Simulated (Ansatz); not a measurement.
Species: sum formula NaOH (charge -1, doublet). 
Geometry from a B3LYP-D3(BJ)/def2-TZVP (Ansatz, a first-principles code) optimisation:
```
O
H 1 0.9570
Na 1 2.0139 2 177.98
```
Charge -1, spin multiplicity 2.

Basis-set convergence of Hartree-Fock and MP2 correlation energies (hartree) with Ansatz. Correlated levels leave the core frozen unless marked. Open shells are spin-unrestricted. Spin-orbit coupling is left out. No relativistic terms.

```tsv
basis	functions	E(HF)	E(corr, MP2)
def2-SVPD	49	-237.19918	-0.22869
def2-TZVPPD	92	-237.34660	-0.27667
def2-QZVPPD	157	-237.35726	-0.29685
```

Extrapolating the two largest sets (X = 3 and 4) as X^-3: E(corr) = (64·(-0.29685) - 27·(-0.27667))/37 = -0.3116 Eh, an estimate of the basis-set limit. The largest set recovers 95.3 % of it, the smallest 73.4 %.
